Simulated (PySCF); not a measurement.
C4H14GeSi, SMILES C[Si](C)(C)[CH2][GeH3], singlet, GFN2-xTB optimised geometry. Atoms within 1.6 Å of the plane z = 0.0 Å (x, y, z in Å): C1 (-0.21, -1.20, 1.54), Si2 (0.44, -0.28, 0.00), C3 (2.35, -0.28, 0.00), C4 (-0.21, 1.51, 0.00), C5 (-0.18, -1.18, -1.57), H8 (0.09, -2.24, 1.53), H9 (-1.30, -1.17, 1.58), H10 (2.74, -1.29, 0.01), H11 (2.74, 0.22, -0.88), H12 (2.73, 0.23, 0.88), H13 (0.13, 2.06, -0.88), H14 (0.13, 2.06, 0.88), H15 (-1.30, 1.53, 0.00), H19 (-2.74, -2.06, -0.59).

Calculation: PBE0/def2-SVP (PySCF 2.14.0). Cells within 0.4 Å of a nucleus heavier than hydrogen are left out (blank, or x).

Map of the Laplacian of the electron density (e/bohr⁵), clipped to [-1.50, 1.50] on the plane z = 0.0 Å:

```
|5555555555555555555555555555555|
|5555555555555555555555555555555|
|5555555555555555555555555555555|
|5555555555555555555555555555555|
|5555555555555555555555555555555|
|5555555555555555555555555555555|
|5555555555555555555555555555555|
|5555555555555555555555555555555|
|5555555555555555555555555555555|
|5555555555555554555555555555555|
|55555555555012xx555555555555555|
|55555555555222xx455555555555555|
|5555555555555532455555555555555|
|5555555555555544445555555555555|
|5555555555555545985555555555555|
|5555555555555559xx9444x65555555|
|5555555555555559xx943xxx5555555|
|5555555555555559x97443x25555555|
|5555555555555555665555314555555|
|5555555555555555555555404555555|
|5555555555555555555555545555555|
|5555555555555555555555555555555|
|5555555555555555555555555555555|
|5555555555555555555555555555555|
|5555555555555555555555555555555|
|5555555555555555555555555555555|
|5555555555555555555555555555555|
|5555555555555555555555555555555|
|5555555555555555555555555555555|
|5555555555555555555555555555555|
|5555555555555555555555555555555|
```
Scale: ten equal steps from -1.50 (start of '0') to 1.50 (end of '9'), in the order '0123456789'; x runs from -5.00 to 5.00, y from -5.00 (bottom) to 5.00 (top).
